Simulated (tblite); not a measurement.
Start geometry of `C#C/C=C(/[CH2])C=C` [radical] from a force field or distance geometry (Å):
```
atom  x, y, z in Å
C1     3.0293   -0.2169   -0.9630
C2     1.8266   -0.3181   -1.0952
C3     0.4312   -0.4585   -1.2455
C4    -0.4975   -0.1852   -0.3029
C5    -1.8917   -0.4169   -0.6369
C6    -0.0963    0.1971    1.0536
C7    -0.8121    0.9695    1.8796
H8     4.0817   -0.1105   -0.8476
H9     0.1067   -0.7832   -2.2343
H10   -2.1865   -0.6974   -1.6448
H11   -2.6520   -0.4101    0.1281
H12    0.8719   -0.1640    1.4071
H13   -0.4408    1.2152    2.8806
H14   -1.7712    1.3787    1.5989
```

Q: What comes out of this run: GFN2-xTB geometry optimisation, gas phase in tblite?

A: 
```
atom  x, y, z in Å
C1     2.9893   -0.2015   -0.9030
C2     1.7973   -0.3265   -1.0783
C3     0.4440   -0.4759   -1.2906
C4    -0.5408   -0.2346   -0.3103
C5    -1.8629   -0.4104   -0.5966
C6    -0.0922    0.1902    1.0219
C7    -0.7978    0.9308    1.8627
H8     4.0212   -0.0911   -0.7515
H9     0.1328   -0.7846   -2.2795
H10   -2.1860   -0.7192   -1.5756
H11   -2.6247   -0.2681    0.1470
H12    0.9111   -0.1195    1.2845
H13   -0.4081    1.2181    2.8243
H14   -1.7839    1.2921    1.6229
```

The energy falls by 24.4 kJ/mol over 51 L-BFGS steps, the largest force on an atom goes from 3.60 to 0.009 eV/Å, and the atoms move by 0.081 Å rms after alignment. The bond that changes most is C4–C5 (ends: carbon bonded to 3 C; carbon bonded to C and 2 H), which shortens by 0.088 Å. Bonds longer at the end by more than 0.005 Å: 1 of 13; shorter: 8. Among the angles that change most is C3–C4–C6, from 120.7° to 117.8°. Among the dihedrals that turn most is C3–C4–C5–H11, from 167° to 178°. Rotational constants go from 4617, 1839, 1332 to 4708, 1893, 1364 MHz. The orientation of the end geometry is arbitrary; only internal coordinates are fixed.

Its GFN2-xTB frequencies are all real (lowest 72 cm⁻¹).

One conformer stands for the species.

These are computed values.
